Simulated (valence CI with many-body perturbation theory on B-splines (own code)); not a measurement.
## Ta⁵⁹⁺: calculated level list

Level of theory: valence CI with perturbative core correlation (CI+MBPT): four valence electrons over a frozen Dirac-Fock core [Ne], a basis of 11 s, 11 p, 9 d, 7 f, 5 g, 2 h, 1 i functions for each j, with the one-electron correlation potential Σ1 (screened to all orders), the two-electron term Σ2, the three-electron term Σ3, Breit, model QED; selected single and double excitations, second order for the rest (own B-spline code, finite nucleus).

The last digits are not significant, and no measured levels were compared; by estimate large intervals hold to a few tenths of a per cent, small ones and those within an open d or f shell to about a per cent.

Levels 46 to 66 of 66, with energies above the lowest level, (3s^2 3p1/2^2) J=0. "Leading %" is the weight of the configuration and term that name the level; weights of strongly mixed levels are sums over their largest components and can fall short. In the jj column 3d3/2^4 stands for four electrons in 3d with j = 3/2. Lifetimes count E1, E2, E3, M1 and M2 decay at the calculated energies, and are blank where another channel may lead or the interval is too uncertain; long ones can be off by a factor of two.

```csv
No.,Configuration,Term,J,E (Ry),Leading %,g,Lifetime,Leading jj
46,3s3p²3d,³P,0,80.765,57,,300 fs,3s 3p1/2 3p3/2 3d3/2 (59 %)
47,3s3p²3d,³P,2,81.708,34,1.337,1.89 ps,3s 3p1/2 3p3/2 3d5/2 (95 %)
48,3s3p²3d,³G,5,81.818,59,1.269,49.0 ps,3s 3p1/2 3p3/2 3d5/2 (99 %)
49,3s3p²3d,³F,3,82.427,44,1.263,2.28 ps,3s 3p1/2 3p3/2 3d5/2 (94 %)
50,3s3p²3d,³D,3,83.179,62,1.296,1.69 ps,3s 3p1/2 3p3/2 3d5/2 (95 %)
51,3s3p²3d,³P,1,83.214,41,1.167,1.52 ps,3s 3p1/2 3p3/2 3d5/2 (88 %)
52,3s3p²3d,³F,4,83.412,40,1.167,3.32 ps,3s 3p1/2 3p3/2 3d5/2 (92 %)
53,3s3p²3d,¹D,2,83.437,16,1.061,640 fs,3s 3p1/2 3p3/2 3d5/2 (70 %)
54,3s²3d²,³F,2,84.233,42,0.887,192 fs,3s^2 3d3/2^2 (49 %)
55,3s3p²3d,³D,3,84.260,37,1.193,596 fs,3s 3p1/2 3p3/2 3d5/2 (91 %)
56,3s3p²3d,³F,4,84.469,47,1.143,859 fs,3s 3p1/2 3p3/2 3d5/2 (90 %)
57,3s3p²3d,³D,1,84.658,40,0.908,1.24 ps,3s 3p1/2 3p3/2 3d5/2 (92 %)
58,3s3p²3d,³P,1,85.534,30,1.350,1.15 ps,3s 3p1/2 3p3/2 3d5/2 (91 %)
59,3s3p²3d,³P,0,85.577,40,,339 fs,3s 3p1/2 3p3/2 3d5/2 (49 %)
60,3s3p²3d,¹F,3,85.642,38,1.082,590 fs,3s 3p1/2 3p3/2 3d5/2 (87 %)
61,3s3p²3d,³D,2,85.726,21,1.169,851 fs,3s 3p1/2 3p3/2 3d5/2 (81 %)
62,3s3p²3d,¹S,0,86.051,32,,201 fs,3s 3p1/2 3p3/2 3d5/2 (35 %)
63,3s3p²3d,³D,2,86.277,32,1.171,357 fs,3s 3p1/2 3p3/2 3d5/2 (93 %)
64,3s3p³,³P°,2,86.485,50,1.436,516 fs,3s 3p3/2^3 (97 %)
65,3s²3d²,³F,3,88.866,79,1.081,280 fs,3s^2 3d3/2 3d5/2 (79 %)
66,3s3p³,¹P°,1,88.924,37,1.187,226 fs,3s 3p3/2^3 (97 %)
```
